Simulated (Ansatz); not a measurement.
Abstraction of H: InH(CH3)Cl + CH5OSi → In(CH3)Cl + CH6OSi

Species: InH(CH3)Cl, singlet; CH5OSi `CO[SiH2]`, doublet; In(CH3)Cl, doublet; CH6OSi `CO[SiH3]`, singlet. A radical takes H: the energy is the difference in strength between the In–H bond broken and the Si–H bond made.

Shapes, held fixed at every level: PBE0-D4/def2-TZVP. Flexible molecules stand in one conformer, not always the lowest. Programs: Ansatz 0.2.0. The zero-point and thermal change to 298 K, harmonic and unscaled (PBE0-D4/def2-TZVP), is +6.0 kJ/mol.

```
               level                    kind  ΔH(298 K) (kJ/mol)  less CCSD(T)/def2-TZVPP
   PBE-D4/def2-TZVPP                     GGA               -95.4                     +1.8
r2SCAN-D4/def2-TZVPP                meta-GGA               -95.7                     +1.5
 B3LYP-D4/def2-TZVPP           global hybrid              -107.3                    -10.1
  PBE0-D4/def2-TZVPP           global hybrid               -94.5                     +2.7
  wB97M-V/def2-TZVPP  range-separated hybrid               -99.6                     -2.4
        MP2/def2-SVP     perturbation theory               -95.0                     +2.2
    CCSD(T)/def2-SVP   coupled cluster or CI               -98.9                     -1.7
  CCSD(T)/def2-TZVPP   coupled cluster or CI               -97.2                      0.0
```

The highest level, CCSD(T)/def2-TZVPP, gives ΔH(298 K) = -97.2 kJ/mol; the levels span -107.3 to -94.5. The column of differences is taken from that level and isn't an error. No measured value is set beside it here. Open shells run unrestricted unless RO is named. For atoms past krypton def2 sets carry core potentials with scalar relativity. Correlated rows may include outer-core shells of In, which these sets cover unevenly.
